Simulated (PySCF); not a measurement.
Compound: C4HBF2.
Bonds: C1–C2 (triple), C2–C3, C3–C4 (triple), C4–B5, B5–F6, B5–F7. Hydrogens: H8 on C1.

Method: PBE0-D3(BJ)/def2-SVP geometry optimisation, gas phase (PySCF 2.14.0); density fitting, grid level 1; the optimiser is geomeTRIC in internal coordinates, started from a GFN2-xTB structure with every atom displaced at random (about 0.01 Å).

Step 0: E = -10254.9720 eV
```
atom  x, y, z in Å  |  force x, y, z in eV/Å
C1      2.8897   -0.3497    1.0819   -3.473   0.479  -0.851
C2      1.6992   -0.1989    0.7911    1.935  -0.316   0.485
C3      0.3753   -0.0495    0.4658    7.028  -0.816   1.745
C4     -0.7437    0.0891    0.1828   -7.620   0.850  -1.910
B5     -2.2347    0.2479   -0.1809    0.173   0.767   0.036
F6     -2.7747    1.4388   -0.4116    0.417  -0.252   0.086
F7     -3.0537   -0.7659   -0.2687   -0.035  -0.524   0.023
H8      3.8974   -0.4309    1.3219    1.575  -0.188   0.385
```

Step 1: E = -10255.2275 eV
```
atom  x, y, z in Å  |  force x, y, z in eV/Å
C1      2.8893   -0.2770    1.0679    0.212  -0.200   0.091
C2      1.7002   -0.2913    0.8117    0.038   0.223  -0.032
C3      0.3762   -0.1782    0.4973   -0.861   0.110  -0.246
C4     -0.8068   -0.0136    0.1955    0.816  -0.169   0.249
B5     -2.2554    0.2606   -0.1822   -0.015   0.070  -0.054
F6     -2.6550    1.4974   -0.4035   -0.061  -0.095  -0.001
F7     -3.1350   -0.7105   -0.3077   -0.002   0.049   0.025
H8      3.9415   -0.3066    1.3032   -0.127   0.011  -0.031
```

Problem. Estimate the geometry and energy of step 2. (The exact step hangs on the optimiser's Hessian estimate; all steps are aligned on step 1, rigid shifts and turns removed.)

Solution. E = -10255.2390 eV, largest force 0.221 eV/Å
```
atom  x, y, z in Å  |  force x, y, z in eV/Å
C1      2.8942   -0.2945    1.0750   -0.075  -0.155   0.018
C2      1.7081   -0.2580    0.8029    0.082   0.154  -0.010
C3      0.3849   -0.1301    0.4799   -0.174   0.008  -0.063
C4     -0.7937    0.0216    0.1804    0.163   0.041  -0.021
B5     -2.2519    0.2637   -0.1952   -0.109  -0.005   0.191
F6     -2.7192    1.4777   -0.4028    0.110   0.004  -0.054
F7     -3.1057   -0.7336   -0.2806    0.002  -0.064  -0.056
H8      3.9382   -0.3660    1.3227    0.001   0.017  -0.005
```

The energy changes by -0.0115 eV. The first-order estimate −F·Δx gives -0.0216 eV and the mean of the old and new forces, exact on a quadratic surface, -0.0113 eV. The step makes an angle of 83° with the force vector and moves no atom by more than 0.067 Å.

The cost below is that of the whole optimisation. The run took 23 s of wall time on an Arm Neoverse V2 with one thread, no GPU, shared host, and the process peaked at 0.40 GiB of memory.
